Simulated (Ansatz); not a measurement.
All values below come from frozen-core CCSD(T)/cc-pVTZ // B3LYP-D3(BJ)/def2-TZVP (Ansatz, an electronic-structure program).

Ansatz 0.2 input:
```yaml
crystal:
  periodic: [false, false, false]
  atoms:
    - { symbol: C, position_ang: [2.272785, 0.846401, 0.295865] }
    - { symbol: C, position_ang: [1.254999, 0.199715, 0.245796] }
    - { symbol: Si, position_ang: [-0.307443, -0.765022, 0.171802] }
    - { symbol: N, position_ang: [-1.746763, 0.163009, 0.289272] }
    - { symbol: H, position_ang: [3.171351, 1.414162, 0.339744] }
    - { symbol: H, position_ang: [-0.281437, -1.71547, 1.302032] }
    - { symbol: H, position_ang: [-0.319663, -1.467222, -1.127512] }
    - { symbol: H, position_ang: [-2.0349, 0.746562, -0.4809] }
    - { symbol: H, position_ang: [-2.00892, 0.577872, 1.170114] }
basis:
  gaussian: { orbitals: cc-pVTZ }
correlation:
  method: ccsd_t
```

Output:

```
Functional definition: HF
1111 factors; integrals over basis functions are off by at most 1.3e-3 eV
mean field evaluation 1: about -11481.2335 eV, gradient 3.9e1 eV
mean field evaluation 2: about -11481.5265 eV, gradient 3.9e1 eV
mean field evaluation 4: about -11485.0085 eV, gradient 3.6e0 eV
mean field evaluation 8: about -11485.0545 eV, gradient 1.6e-1 eV
mean field evaluation 16: about -11484.0665 eV, gradient 1.8e1 eV
mean field -11485.05467100 eV, -422.0679743097 hartree, gradient 2.7e-6 eV, S^2 0.000000; 0 other end points of the search recorded, 0 dependent functions left out
8 core orbitals not correlated
reference -11485.05467100 eV, -422.0679743097 hartree; 11, 11 occupied and 175, 175 virtual orbitals, 1111 factors
second order -17.39061655 eV of doubles, -0.00000000 eV of singles
cycle   1  -17.62838405 eV  change   -2.4e-1 eV  update   9.7e-2
cycle   2  -18.12411663 eV  change   -5.0e-1 eV  update   2.9e-2
cycle   3  -18.22547391 eV  change   -1.0e-1 eV  update   1.3e-2
cycle   4  -18.22355760 eV  change    1.9e-3 eV  update   3.7e-3
cycle   5  -18.22545788 eV  change   -1.9e-3 eV  update   1.6e-3
cycle   6  -18.22629510 eV  change   -8.4e-4 eV  update   4.2e-4
cycle   7  -18.22629269 eV  change    2.4e-6 eV  update   1.5e-4
cycle   8  -18.22634163 eV  change   -4.9e-5 eV  update   4.7e-5
cycle   9  -18.22635803 eV  change   -1.6e-5 eV  update   1.9e-5
perturbative correction -0.82361866 eV, -0.0302674274 hartree
Total energy: -11504.10464769 eV, -422.7680480403 hartree
```

Cost: very roughly 2.5 core-minutes.
